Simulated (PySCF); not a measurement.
**Exercise with solution: oscillator strength and radiative lifetime**

Sn(H)(Cl)2(OMe) (CH₄Cl₂OSn), SMILES [O]([SnH]([Cl])[Cl])C.

The structure is a stationary point at B3LYP-D3(BJ)/def2-SVP. The structure was generated by enumeration; whether it is a known compound was not checked. The def2 effective core potentials stand for the cores of Sn; spin–orbit coupling is left out. Other conformers were not sampled.

PySCF with TDDFT-PBE0/def2-SVPD puts the first singlet state with f over 0.02 at 5.53 eV (vertical), with the transition dipole (0.081, 0.765, 0.000) in atomic units.

Question: Find the oscillator strength, the wavelength and the radiative lifetime that this transition would have in vacuum if emission retraced absorption.

Answer: 
|μ|² = 0.5918 au, so |μ| = 1.96 D. ΔE = 5.53/27.211 = 0.2032 hartree. f = (2/3) ΔE |μ|² = 0.080 (the program prints 0.080).
λ = 1239.84/5.53 = 224 nm; ν = 44602 cm⁻¹.
Einstein's coefficient A = 0.6670 ν² f s⁻¹ (ν in cm⁻¹) = 1.1e8 s⁻¹, so τ = 1/A = 9.4 ns. This state is S2; the lower singlet has f = 0.008. The figure is the radiative limit of this one transition; relaxation, internal conversion, crossing to triplets and a medium change what is measured.
